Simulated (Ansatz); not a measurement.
H₂O₂Os, SMILES [OH][Os][OH] (connectivity only; charge and spin as stated), neutral, multiplicity 3.

Geometry optimised at PBE0-D3(BJ)/def2-TZVP. The geometry has at least one imaginary mode, so it is a saddle point at that level. The spin state was assumed, not searched. The def2 effective core potentials stand for the cores of Os; spin–orbit coupling is left out. Other conformers were not sampled.

Two levels are set side by side: PBE/def2-TZVPD (Ansatz, a program for electronic structure) and CAM-B3LYP/def2-TZVPD (Ansatz). Energy differences of separate SCF runs at the same geometry; the states with an electron removed or added have multiplicity 4 and 4. Differences are taken from unrounded values.

| quantity | CAM-B3LYP |
|---|---|
| vertical ionisation energy (eV) | 8.53 |
| vertical electron affinity (eV) | 1.33 |

**Question.** What does PBE give, and how far is it from CAM-B3LYP? (The exact figures need the calculation; the answer reports its results.)

**Answer.** 
```json
[
 {"quantity": "vertical ionisation energy (eV)", "PBE": "8.25", "PBE minus CAM-B3LYP": "-0.28"},
 {"quantity": "vertical electron affinity (eV)", "PBE": "1.11", "PBE minus CAM-B3LYP": "-0.23"}
]
```
